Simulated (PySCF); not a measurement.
# Sn: electron affinity

Sn- [Kr] 4d10 5s2 5p3 (4S) → Sn [Kr] 4d10 5s2 5p2 (3P), as a difference of total energies. Calculation: PySCF 2.14, in aug-cc-pVTZ-DK3 (8s7p5d2f, 68 functions); scalar relativity by spin-free X2C-1e. Correlated levels: valence: [Kr] 4d10 frozen. The calculations carry no spin-orbit coupling.

```json
{"method": "UHF", "electron affinity (eV)": "0.963"}
{"method": "LDA", "electron affinity (eV)": "1.559"}
{"method": "PBE", "electron affinity (eV)": "1.424"}
{"method": "PBE0", "electron affinity (eV)": "1.420"}
{"method": "r2SCAN", "electron affinity (eV)": "1.522"}
{"method": "wB97X-V", "electron affinity (eV)": "1.182"}
{"method": "BP86", "electron affinity (eV)": "1.522"}
{"method": "wB97M-V", "electron affinity (eV)": "1.277"}
{"method": "SCS-MP2 (valence)", "electron affinity (eV)": "1.226"}
```

**Question.** Estimate what r2SCANh gives.

**Answer.** 1.518 eV, closest to r2SCAN among the rows shown.

**Question.** Estimate what MP2 (valence) gives.

**Answer.** 1.365 eV, closest to PBE0 among the rows shown.

A first-order spin-orbit estimate (lowest level to lowest level, LS coupling) adds -0.251 eV.

Errors of the correlated levels include the incompleteness of this basis and the frozen core.

In the anion the highest occupied orbital energy is positive at LDA, PBE, PBE0, r2SCAN, BP86, r2SCANh, a self-interaction effect; the basis confines that electron, and the energy difference can still be sensible.

For comparison: 1.112 eV (measured; photodetachment measurements, as compiled on the Wikipedia data page of electron affinities).
